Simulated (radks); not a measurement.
The silver ion Ag2+ inside a hard spherical wall (all orbitals vanish at R), configuration held at [Kr] 4d9 and not refilled when levels cross. Calculated with a radial shooting solver on a logarithmic mesh with Libxc functionals: scalar-relativistic Kohn-Sham, PBEsol, spin-polarised, spherical densities, point nucleus; open shells are filled with parallel spins first (spin-orbit coupling, left out, can overturn this in heavy ions). Eigenvalues in eV for spin up, with the zero of energy where the potential of the charges vanishes at infinity; a dash marks a level that is unbound or too diffuse for the functional's potential to be trusted. A positive occupied level is held by the wall or, in an anion where self-interaction has pushed it up, behind a barrier. The pressure on the wall is -dE/dV.

| R (bohr) | E (hartree) | kinetic (hartree) | e(3d) | e(4s) | e(4p) | e(4d) | e(5s, empty) | e(5p, empty) | pressure (GPa) |
|---|---|---|---|---|---|---|---|---|---|
| free | -5312.41290 | 5518.736 | -381.31 | -117.84 | -81.266 | -29.231 | -20.874 | -14.300 | 0 |
| 20 | -5312.41290 | 5518.736 | -381.31 | -117.84 | -81.266 | -29.231 | -20.874 | -14.300 | < 0.0001 |
| 15 | -5312.41290 | 5518.736 | -381.31 | -117.84 | -81.266 | -29.231 | -20.874 | -14.300 | < 0.0001 |
| 12 | -5312.41290 | 5518.736 | -381.31 | -117.84 | -81.266 | -29.231 | -20.874 | -14.300 | < 0.0001 |
| 10 | -5312.41290 | 5518.736 | -381.31 | -117.84 | -81.266 | -29.231 | -20.874 | -14.299 | < 0.0001 |
| 6 | -5312.41266 | 5518.740 | -381.29 | -117.83 | -81.253 | -29.219 | -20.792 | -13.942 | 0.0385 |
| 5 | -5312.41008 | 5518.767 | -381.18 | -117.73 | -81.153 | -29.125 | -20.379 | -12.922 | 0.647 |
| 4 | -5312.38123 | 5519.002 | -380.35 | -117.02 | -80.470 | -28.463 | -18.176 | -9.088 | 11.1 |
| 3.5 | -5312.30820 | 5519.496 | -378.88 | -115.79 | -79.301 | -27.276 | -14.674 | -3.934 | 47.9 |
| 3 | -5312.06139 | 5520.945 | -375.30 | -112.95 | -76.586 | -24.358 | -6.399 | 7.122 | 225 |
